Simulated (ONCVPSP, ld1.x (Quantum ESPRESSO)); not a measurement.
Potentials for Ge (Z = 32) compared

Generated with ld1.x 7.5 (TM, RRKJ, ultrasoft, PAW), atompaw 4.2 or ONCVPSP 4.0.1. The cutoff is in Ry: for ld1.x and atompaw files where the sum of valence levels is converged to 10 mRy in a Bessel basis, for ONCV files where the hardest occupied wave has 1 mHa per electron of residual kinetic energy. The error is the largest all-electron minus pseudo excitation energy over each file’s own four to seven test configurations (ionisations up to +4, promotions, holes and added fractions of an electron), all of which were solved. The labels leave out finer settings (local radius, basis sizes, second energies), which also bear on the numbers. Spin-polarised tests are not counted. The rows are a selection from randomly drawn settings: files with unsolved tests, undetermined cutoffs or missed reference levels are left out.

```tsv
potential	cutoff (Ry)	largest error (meV)	bound ghosts
RRKJ, LDA (PZ), scalar-relativistic, rc 1.60/2.15 (sp), local s, core correction yes, reference 4s2 4p2	30	-229	none
ONCV, PBEsol, scalar-relativistic, rc 0.85/1.26/0.70 (spd), local smoothed, core correction no, reference 3s2 3p6 3d10 4s2 4p0.5, qcut 11.9/15.2/20.2, projectors 2/2/2	335	+9.3	none
ONCV, LDA (Perdew-Zunger), scalar-relativistic, rc 1.70/1.95/1.15 (spd), local smoothed, core correction no, reference 3d10 4s1.5 4p2.5, qcut 3.9/4.7/12.8, projectors 2/2/1	143	-210	none
ONCV, PBE, scalar-relativistic, rc 1.75/2.10 (sp), local smoothed, core correction yes, reference 4s2 4p2, qcut 4.1/3.2, projectors 3/1	17	-221	none
```

Problem. Fill in the row for Ge: ONCV, PBE, scalar-relativistic, rc 1.10/0.55/0.85 (spd), local smoothed, core correction yes, reference 3s2 3p6 3d10 4s1, qcut 12.4/12.7/16, projectors 2/2/2.

Solution. cutoff 430 Ry, largest error +5.5 meV, bound ghosts: none.
